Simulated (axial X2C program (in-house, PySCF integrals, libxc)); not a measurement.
# Curves of OsI from open-shell CI on d6 s1 p(π)0

Calculated with an in-house all-electron X2C program for linear molecules (integrals from PySCF): two-component X2C with atomic mean-field Coulomb and Gaunt terms, basis Os dyall-v3z, I dyall-v3z (cores contracted in-house). Orbitals come from Hartree–Fock averaged over the configuration Os d6 s1 p(π)0; CI then distributes these electrons over the d, s, p(π) shells of Os.

Scan along the bond; masses Os 191.961 u, I 126.904 u. Energies in cm⁻¹ from the lowest point; levels are followed by energy order within each Ω. Lowest level at 2.703 Å: 99% d6 s1.

| R (Å) | (1)Ω=9/2 | (1)Ω=7/2 | (1)Ω=5/2 | (1)Ω=3/2 | (1)Ω=1/2 | (2)Ω=3/2 | (2)Ω=5/2 | (2)Ω=1/2 | (3)Ω=1/2 |
| --- | --- | --- | --- | --- | --- | --- | --- | --- | --- |
| 2.514 | 2318 | 2760 | 3137 | 3374 | 3474 | 5358 | 5223 | 5722 | 6447 |
| 2.608 | 698 | 1154 | 1567 | 1863 | 2002 | 3910 | 3881 | 4242 | 4899 |
| 2.703 | 0 | 466 | 899 | 1230 | 1397 | 3348 | 3381 | 3645 | 4265 |
| 2.811 | 19 | 492 | 936 | 1286 | 1472 | 3480 | 3549 | 3740 | 4347 |
| 2.919 | 636 | 1113 | 1557 | 1911 | 2104 | 4172 | 4256 | 4404 | 5016 |
| 3.041 | 1808 | 2281 | 2718 | 3064 | 3254 | 5392 | 5476 | 5600 | 6230 |
| 3.190 | 3656 | 4117 | 4534 | 4858 | 5034 | 7260 | 7331 | 7449 | 8110 |

Question: Fit the curves (1)Ω=9/2, (1)Ω=7/2, (1)Ω=5/2, (1)Ω=3/2, (1)Ω=1/2, (2)Ω=3/2, (2)Ω=5/2, (2)Ω=1/2, (3)Ω=1/2 near their minima.

Answer: From the open-shell CI curves, Te from the lowest:

| level | Te (cm⁻¹) | Re (Å) | ωe (cm⁻¹) |
| --- | --- | --- | --- |
| (1)Ω=9/2 | 0 | 2.752 | 166.2 |
| (1)Ω=7/2 | 470 | 2.751 | 166.0 |
| (1)Ω=5/2 | 909 | 2.750 | 165.3 |
| (1)Ω=3/2 | 1250 | 2.747 | 164.1 |
| (1)Ω=1/2 | 1426 | 2.744 | 163.4 |
| (2)Ω=3/2 | 3395 | 2.735 | 166.6 |
| (2)Ω=5/2 | 3441 | 2.729 | 164.9 |
| (2)Ω=1/2 | 3680 | 2.741 | 165.6 |
| (3)Ω=1/2 | 4292 | 2.743 | 167.8 |

Without dynamic correlation distances can be off by several hundredths of an Å (long for ionic bonds, short for multiple bonds) and the wavenumbers are rough.

The 9 lowest curves are shown; the next is (2)Ω=7/2, from 4450 cm⁻¹.

Dynamic correlation is missing, so gaps between terms are too wide and other configurations may lie lower; the lowest level listed is that of this model, not necessarily the ground state. For d shells the ligand-field splittings (σ, π, δ) and their order can be off by a thousand cm⁻¹ or more. At most 4 roots were kept for each Ω > 0 (twice that for Ω = 0) within 3.2 eV of the lowest, so higher up levels can be missing between those listed; levels with Ω > 0 are doubly degenerate and listed once, Ω = 0 levels singly. States that fill the shells left empty in the average are placed too high.
